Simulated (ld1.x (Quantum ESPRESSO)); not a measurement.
## Pt (Z = 78): from the effect back to the setting (ultrasoft)

Base potential:

```
Element                 : platinum
Generator               : ld1.x (Quantum ESPRESSO) 7.5
Type                    : ultrasoft
Functional              : PW91
Relativity              : scalar-relativistic
Frozen core             : [Kr] 4d10 4f14
Valence charge          : 18
Reference configuration : 5s2 5p6 5d9 6s1 6p0
Partial waves           : 5s (bound): rcut 1.30, rcutus 1.45 bohr; 6s (bound): rcut 1.30, rcutus 1.45 bohr; 5p (bound): rcut 1.80, rcutus 2.20 bohr; 6p (bound, empty): rcut 1.80, rcutus 2.20 bohr; 5d (bound): rcut 1.15, rcutus 1.50 bohr; 5d channel at -0.1 Ry: rcut 1.15, rcutus 1.50 bohr
Local potential         : all-electron potential smoothed inside 2.15 bohr (lloc = -1)
Core correction         : none
Augmentation charge     : PSQ, inside the norm-conserving radii
```

Cutoffs, loose and tight: the cutoffs (Ry, on a coarse ladder) from which the occupation-weighted sum of valence levels, in a spherical-Bessel basis at the reference potential, stays within 10 and 1 mRy of its value at 400 Ry. They do not see the model core or the augmentation charge, which bear on the density cutoff. Test errors are all-electron minus pseudo excitation energies from the reference, over the configurations 5s2 5p6 5d9 6s0 6p0; 5s2 5p6 5d8 6s0 6p0; 5s2 5p6 5d7 6s0 6p0; 5s2 5p6 5d9.5 6s0.5 6p0; 5s1 5p6 5d9 6s1 6p0; 5s2 5p6 5d8 6s2 6p0; 5s2 5p6 5d8 6s1 6p0; variants that change the core or the reference have their own tests.

Only the scale of all radii (base = 1) is moved (3 further runs of the sweep failed or gave no value and are left out):

| scale of all radii (base = 1) | cutoff, loose | cutoff, tight | bound ghosts | largest test error (meV) |
| --- | --- | --- | --- | --- |
| 0.92 | 55 Ry | 100 Ry | none | -31 |
| 0.99 | 50 Ry | 90 Ry | none | -6.4 over the solved tests; test run stopped at test 5 of 7 (negative rho) |
| 1.23 | 35 Ry | 55 Ry | none | test run stopped at test 2 of 7 (negative rho), 1 before it not solved |
| 1.29 | 30 Ry | 50 Ry | none | test run stopped at test 1 of 7 (negative rho) |
| 1.4 | 25 Ry | 45 Ry | none | test run stopped at test 1 of 7 (negative rho) |

Question: One more run gave cutoff, loose: 40 Ry; cutoff, tight: 70 Ry; bound ghosts: none; largest test error (meV): -221. Which value of the scale of all radii (base = 1) was used?

Answer: 1.06. The loose cutoff moves one way along this sweep, from 55 Ry at 0.92 to 25 Ry at 1.4, which places the run between 0.99 and 1.23.
